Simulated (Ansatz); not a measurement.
Wavefunction ladder for C2H7ClOSi, SMILES `CO[SiH](C)Cl`

| atom | x (Å) | y (Å) | z (Å) |
| --- | --- | --- | --- |
| C1 | 0.466 | -0.236 | 1.830 |
| O2 | -0.363 | -0.886 | 0.893 |
| Si3 | -0.258 | -0.736 | -0.726 |
| C4 | -0.527 | 1.000 | -1.316 |
| Cl5 | 1.625 | -1.319 | -1.350 |
| H6 | 1.516 | -0.504 | 1.682 |
| H7 | 0.367 | 0.853 | 1.766 |
| H8 | 0.160 | -0.552 | 2.829 |
| H9 | -1.233 | -1.696 | -1.281 |
| H10 | 0.235 | 1.675 | -0.921 |
| H11 | -1.510 | 1.361 | -1.000 |
| H12 | -0.478 | 1.040 | -2.406 |

The species carries charge 0 and has multiplicity 1. The structure was optimised at the PBE0-D4/def2-TZVP level. It is one conformer, not always the lowest. Frozen core, restricted reference, the Gaussian-basis code of Ansatz. CBS rows extrapolate triple and quadruple zeta; past MP2 they add the triple-zeta difference.

```json
{"basis": "def2-SVP", "HF (Eh)": "-902.85520", "MP2 corr.": "-0.69856"}
{"basis": "def2-TZVPP", "HF (Eh)": "-903.30549", "MP2 corr.": "-0.89913"}
{"basis": "def2-QZVPP", "HF (Eh)": "-903.33519", "MP2 corr.": "-0.97028"}
```

(1) Estimate the CCSD correlation energy and the (T) correction in each basis where they were run (hartree).

## Answers

(1) 
| basis | CCSD corr. | (T) |
| --- | --- | --- |
| def2-SVP | -0.75707 | -0.01847 |
| def2-TZVPP | -0.95314 | -0.03639 |
| CBS(def2) | -1.07699 | as TZ |
